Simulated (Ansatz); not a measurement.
The cluster SnGe5⁻. The state is a doublet with charge -1. Geometry r2SCAN-D4/def2-SVP, that of the neutral singlet; atoms count from 1.

Cartesian coordinates in Å:
```
Ge 1.2432 -0.7399 -0.2105
Ge -1.1881 0.7969 0.3031
Ge -0.9224 -0.9464 -1.5366
Ge -0.7427 -1.5555 1.1397
Ge 0.5597 1.3685 -1.4434
Sn 1.0502 1.0765 1.7477
```

In the def2 sets Sn takes a core potential; there is no spin–orbit coupling. The highest occupied level of the charge -1 doublet lies above zero (up to 0.20 eV). By energy differences its removal costs 1.29 eV (vertical, to the charge 0 singlet, at PBE0-D4/def2-SVP); self-interaction error and the lack of diffuse functions both raise the level. The structure comes from a short search, and lower isomers may exist.

Problem. Estimate the Mulliken populations from the PBE0/def2-SVP orbitals of Ansatz.

Solution. 
```tsv
atom	charge (e)	spin (α − β)
Ge1	-0.25	0.23
Ge2	-0.25	0.23
Ge3	-0.16	0.11
Ge4	-0.15	0.08
Ge5	-0.15	0.08
Sn6	-0.05	0.27
```
Mulliken values and Mayer orders depend strongly on the basis.

Problem. Where does the spin sit?

Solution. Summed by element: Ge 0.73, Sn 0.27, of 1 unpaired in all. Largest on single atoms: Sn6 0.27, Ge1 0.23, Ge2 0.23.

Problem. And the Mayer bond orders between bonded heavy atoms (over 0.3)?

Solution. Ge1–Ge2 0.36 (2.92 Å); Ge1–Ge3 0.58 (2.55 Å); Ge1–Ge4 0.65 (2.54 Å); Ge1–Ge5 0.65 (2.54 Å); Ge1–Sn6 0.71 (2.68 Å); Ge2–Ge3 0.58 (2.55 Å); Ge2–Ge4 0.65 (2.54 Å); Ge2–Ge5 0.65 (2.54 Å); Ge2–Sn6 0.71 (2.68 Å); Ge3–Ge4 0.60 (2.75 Å); Ge3–Ge5 0.60 (2.75 Å). Values over 0.3 also appear between atoms too far apart for a bond (Ge3–Sn6 0.37 at 4.33 Å; Ge4–Ge5 0.39 at 4.11 Å; Ge4–Sn6 0.41 at 3.24 Å; Ge5–Sn6 0.41 at 3.24 Å); they arise where an orbital or an unpaired electron spreads over both atoms.
